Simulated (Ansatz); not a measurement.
`C=C(N)SBO` and `C=C(N)S` differ in one atom or group.

Ansatz, PBE0-D4/def2-TZVP geometries, multiplicity 1. Each molecule was computed in one conformer, which needn't be the lowest.

```tsv
property	`C=C(N)SBO`
HOMO energy (ωB97M-V/def2-TZVPP) / eV	-8.85
LUMO energy (ωB97M-V/def2-TZVPP) / eV	1.68
size of the dipole moment (ωB97M-V/def2-TZVPP) / D	3.29
HOMO–LUMO gap (ωB97M-V/def2-TZVPP) / eV	10.53
HOMO energy (PBE0/def2-TZVPP) / eV	-6.72
LUMO energy (B3LYP/def2-TZVPP) / eV	-0.51
```

Problem. Give the same properties after the change, and the shifts. (Estimate.)

Solution. Computed: 
```json
{"property": "HOMO energy (ωB97M-V/def2-TZVPP) / eV", "`C=C(N)S`": "-8.26", "shift": "0.59"}
{"property": "LUMO energy (ωB97M-V/def2-TZVPP) / eV", "`C=C(N)S`": "2.03", "shift": "0.35"}
{"property": "size of the dipole moment (ωB97M-V/def2-TZVPP) / D", "`C=C(N)S`": "1.56", "shift": "-1.73"}
{"property": "HOMO–LUMO gap (ωB97M-V/def2-TZVPP) / eV", "`C=C(N)S`": "10.30", "shift": "-0.23"}
{"property": "HOMO energy (PBE0/def2-TZVPP) / eV", "`C=C(N)S`": "-6.10", "shift": "0.62"}
{"property": "LUMO energy (B3LYP/def2-TZVPP) / eV", "`C=C(N)S`": "-0.11", "shift": "0.40"}
```

With PBE0 the HOMO rises by 0.62 eV and the LUMO rises by 0.46 eV, so the gap narrows by about 0.16 eV. PBE moves the HOMO by 0.64 eV and ωB97M-V by 0.59 eV. Dipoles are sizes alone; their direction can turn.

B3LYP here is the variant with VWN-RPA as its local correlation; programs differ in this.
